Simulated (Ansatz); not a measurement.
The molecule LiBe-, closed-shell singlet (lowest of 2S+1 = 1, 3 at CCSD(T)/def2-TZVPP on PBE0 minima; our sources give no spin for the ground state, which may be another). The T1 diagnostic near the minimum is 0.075, so single-reference values are doubtful.

Constants: fifth-degree fit in 1/R to seven points, most abundant isotopes. In def2 and cc sets the state is the lowest found near the PBE0 minimum, followed along R. The singlet is held restricted. HF and MP2 rows in def2 and cc sets belong to the determinant that coupled cluster picked by its CCSD energy.

Correlated levels freeze the inner cores; with def2 sets outer-core shells near the valence are correlated too. CBS: X⁻³ extrapolation of the correlation energy, Hartree–Fock from the larger set.

Codes used: Ansatz (a quantum-chemistry and plane-wave program). Values without a source in brackets are computed.

```csv
level,r_e (Å),ω_e (cm⁻¹),ω_e x_e (cm⁻¹)
B97M-V/def2-TZVPP,3.087,189,3.9
wB97M-V/def2-TZVPP,2.990,198,3.4
MP2/aug-cc-pVTZ,2.962,197,6.1
MP2/def2-TZVPP,3.052,182,4.4
SCS-MP2/def2-TZVPP,3.100,(withheld),4.5
SCS-MP2/aug-cc-pV5Z,2.967,189,6.8
CCSD/aug-cc-pVTZ,2.984,181,6.9
"CCSD(T)/CBS(aug-cc-pVQZ, aug-cc-pV5Z)",(withheld),(withheld),5.7
```

### Question
What belongs in the gaps?

### Answer

- CCSD(T)/CBS(aug-cc-pVQZ, aug-cc-pV5Z), r_e (Å): 2.861
- CCSD(T)/CBS(aug-cc-pVQZ, aug-cc-pV5Z), ω_e (cm⁻¹): 226
- SCS-MP2/def2-TZVPP, ω_e (cm⁻¹): 168

Doubts at one or more of the structures used: a restricted determinant that unrestricted orbitals would lower (MP2/aug-cc-pVTZ, MP2/def2-TZVPP, SCS-MP2/def2-TZVPP, SCS-MP2/aug-cc-pV5Z, CCSD/aug-cc-pVTZ, CCSD(T)/CBS(aug-cc-pVQZ, aug-cc-pV5Z)); T1 above 0.05 (CCSD/aug-cc-pVTZ, CCSD(T)/CBS(aug-cc-pVQZ, aug-cc-pV5Z)).
